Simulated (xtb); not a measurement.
CdCl, doublet, at a GFN2-xTB geometry (such geometries of metal compounds can be far from the true shape) (the spin is typed, not shown lowest); GFN2-xTB with ALPB(water) (xtb 6.7.1).

The xtb input:
```
$ xtb mol.xyz --gfn 2 --chrg 0 --uhf 1 --alpb water --json

# file mol.xyz
2

Cd    -0.00000000    -0.00000000    -0.63633937
Cl     0.00000000     0.00000000     1.79672293
```

### Question
What does xtb print? Leave out banner, timings and long lists.

### Answer

```
   ID    Z sym.   atoms
    1   48 Cd     1
    2   17 Cl     2

           -------------------------------------------------
          |                Calculation Setup                |
           -------------------------------------------------

           -------------------------------------------------
          |                 G F N 2 - x T B                 |
           -------------------------------------------------

      * Solvation model:               ALPB
        Solvent                        water
        Parameter file                 internal GFN2-xTB/ALPB
        Dielectric constant                8.0200E+01
        Reference state                gsolv [1 M gas/solution]
        Free energy shift                  1.0808E-03 Eh       6.7819E-01 kcal/mol
        Temperature                        2.9815E+02 K
        Density                            1.0000E+00 kg/L
        Solvent mass                       1.8000E+01 g/mol
        Interaction kernel             P16
        Born radius scaling (c1)           1.4744E+00
        Born radii integrator          GBOBC
        Born offset                        0.0000E+00 a0       0.0000E+00 AA
        H-bond correction              true
        Ion screening                  false
        Surface tension                    1.0000E-05 Eh       1.5569E+01 dyn/cm
        Grid points                               230 per atom

          ...................................................
          :                      SETUP                      :
          :.................................................:
          :  # basis functions                  14          :
          :  # atomic orbitals                  13          :
          :  # shells                            5          :
          :  # electrons                         9          :
          :  max. iterations                   250          :
          :  Hamiltonian                  GFN2-xTB          :
          :  restarted?                      false          :
          :  GBSA solvation                   true          :
          :  PC potential                    false          :
          :  electronic temp.          300.0000000     K    :
          :  accuracy                    1.0000000          :
          :  -> integral cutoff          0.2500000E+02      :
          :  -> integral neglect         0.1000000E-07      :
          :  -> SCF convergence          0.1000000E-05 Eh   :
          :  -> wf. convergence          0.1000000E-03 e    :
          :  Broyden damping             0.4000000          :
          :  net charge                          0          :
          :  unpaired electrons                  1          :
          ...................................................

 iter      E             dE          RMSdq      gap      omega  full diag
   1     -5.1174545 -0.511745E+01  0.203E+01    6.21       0.0  T
   2     -5.1419051 -0.244506E-01  0.142E+01    6.68       1.0  T
   3     -5.1377545  0.415057E-02  0.246E+00    7.18       1.0  T
   4     -5.1408257 -0.307119E-02  0.142E+00    7.02       1.0  T
   5     -5.1430033 -0.217759E-02  0.213E-01    7.11       1.0  T
   6     -5.1429961  0.715760E-05  0.169E-01    7.09       1.0  T
   7     -5.1430202 -0.240843E-04  0.239E-02    7.09       3.0  T
   8     -5.1430199  0.369617E-06  0.330E-02    7.10       2.1  T
   9     -5.1430204 -0.547053E-06  0.202E-02    7.09       3.5  T
  10     -5.1430207 -0.287571E-06  0.149E-03    7.09      47.5  T
  11     -5.1430207 -0.160223E-08  0.958E-05    7.09     738.3  T
  12     -5.1430207 -0.358824E-12  0.653E-06    7.09   10828.1  T

   *** convergence criteria satisfied after 12 iterations ***

         :::::::::::::::::::::::::::::::::::::::::::::::::::::
         ::                     SUMMARY                     ::
         :::::::::::::::::::::::::::::::::::::::::::::::::::::
         :: total energy              -5.142400225474 Eh    ::
[...]
         :: -> anisotropic ES          0.003072089534 Eh    ::
         :: -> anisotropic XC          0.001248547070 Eh    ::
         :: -> dispersion             -0.001089009787 Eh    ::
         :: -> Gsolv                  -0.010314420488 Eh    ::
         ::    -> Gelec               -0.008677596171 Eh    ::
         ::    -> Gsasa               -0.002713565579 Eh    ::
         ::    -> Ghb                 -0.000004018436 Eh    ::
         ::    -> Gshift               0.001080759698 Eh    ::
         :: repulsion energy           0.000620475093 Eh    ::
         :: add. restraining           0.000000000000 Eh    ::
         :: total charge              -0.000000000000 e     ::
         :::::::::::::::::::::::::::::::::::::::::::::::::::::

           -------------------------------------------------
          |                Property Printout                |
           -------------------------------------------------

    * Orbital Energies and Occupations

         #    Occupation            Energy/Eh            Energy/eV
      -------------------------------------------------------------
         1        2.0000           -1.0498649             -28.5683
         2        2.0000           -0.4620254             -12.5724
         3        2.0000           -0.4266103             -11.6087
         4        2.0000           -0.4266103             -11.6087
         5        1.0000           -0.3504237              -9.5355 (HOMO)
         6                         -0.0897147              -2.4413 (LUMO)
         7                         -0.0897147              -2.4413
         8                          0.0447009               1.2164
         9                          0.0447009               1.2164
        10                          0.0456088               1.2411
        11                          0.0467522               1.2722
        12                          0.0467522               1.2722
        13                          0.2775050               7.5513
      -------------------------------------------------------------
                  HL-Gap            0.2607090 Eh            7.0943 eV
             Fermi-level           -0.3042931 Eh           -8.2802 eV

     #   Z          covCN         q      C6AA      α(0)
     1  48 Cd       0.757     0.395   430.695    48.420
     2  17 Cl       0.757    -0.395   111.787    16.173

 Mol. C6AA /au·bohr⁶  :        956.371683
 Mol. C8AA /au·bohr⁸  :      70788.071027
 Mol. α(0) /au        :         64.593135

Wiberg/Mayer (AO) data.
largest (>0.10) Wiberg bond orders for each atom

 ---------------------------------------------------------------------------
     #   Z sym  total        # sym  WBO       # sym  WBO       # sym  WBO
 ---------------------------------------------------------------------------
     1  48 Cd   0.910 --     2 Cl   0.910
     2  17 Cl   0.910 --     1 Cd   0.910
 ---------------------------------------------------------------------------

Topologies differ in total number of bonds
Writing topology from bond orders to xtbtopo.mol

molecular dipole:
                 x           y           z       tot (Debye)
 q only:        0.000       0.000      -1.815
   full:        0.000      -0.000      -1.819       4.623
molecular quadrupole (traceless):
                xx          xy          yy          xz          yz          zz
 q only:        1.989       0.000       1.989       0.000       0.000      -3.979
  q+dip:        1.815       0.000       1.815       0.000      -0.000      -3.629
   full:        2.854      -0.000       2.854      -0.000      -0.000      -5.708

           -------------------------------------------------
          | TOTAL ENERGY               -5.142400225474 Eh   |
          | GRADIENT NORM               0.004884595807 Eh/α |
          | HOMO-LUMO GAP               7.094253210183 eV   |
           -------------------------------------------------

normal termination of xtb
```
